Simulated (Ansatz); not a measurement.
B2(OH)4 (B2O4H4). Charge 0, multiplicity 1. Geometry PBE-D4/def2-SVP.

```xyz
10

B    -1.0289   -0.3269    0.3953
O    -1.6240    0.2889    1.4688
O    -1.7338   -1.3559   -0.1792
B     0.5176    0.1645   -0.1987
O     1.1563    1.2074    0.4384
O     1.0404   -0.5093   -1.2822
H    -1.0443    0.9984    1.7981
H    -1.2257   -1.7199   -0.9256
H     2.0270    1.4523    0.0703
H     1.9155   -0.1996   -1.5853
```

(1) Estimate the orbital energies around the gap (eV) in Ansatz with PBE-D4/def2-TZVP, PBE-D4/def2-TZVPD, revPBE-D4/def2-TZVPD, PBE0-D4/def2-TZVPD, ωB97X-V/def2-TZVP.

## Answers

(1) 
```tsv
orbital	PBE-D4/def2-TZVP	PBE-D4/def2-TZVPD	revPBE-D4/def2-TZVPD	PBE0-D4/def2-TZVPD	ωB97X-V/def2-TZVP
HOMO−9	-11.49	-11.58	-11.52	-13.31	-15.76
HOMO−8	-10.96	-11.03	-10.95	-13.02	-15.70
HOMO−7	-10.02	-10.11	-10.05	-11.99	-14.57
HOMO−6	-9.77	-9.84	-9.75	-11.61	-14.26
HOMO−5	-9.10	-9.20	-9.13	-11.06	-13.56
HOMO−4	-8.84	-8.94	-8.85	-10.65	-13.20
HOMO−3	-8.51	-8.58	-8.50	-10.39	-12.88
HOMO−2	-8.09	-8.17	-8.08	-9.87	-12.37
HOMO−1	-7.26	-7.38	-7.30	-9.00	-11.42
HOMO	-6.65	-6.74	-6.68	-8.22	-10.63
LUMO	-1.45	-1.56	-1.46	-0.72	1.72
LUMO+1	-0.88	-1.38	-1.36	-0.62	1.85
LUMO+2	0.43	-0.23	-0.25	0.39	3.27
LUMO+3	0.53	-0.22	-0.24	0.42	3.32
LUMO+4	1.61	0.72	0.66	1.33	4.53
LUMO+5	2.24	1.00	0.90	1.46	4.78
```
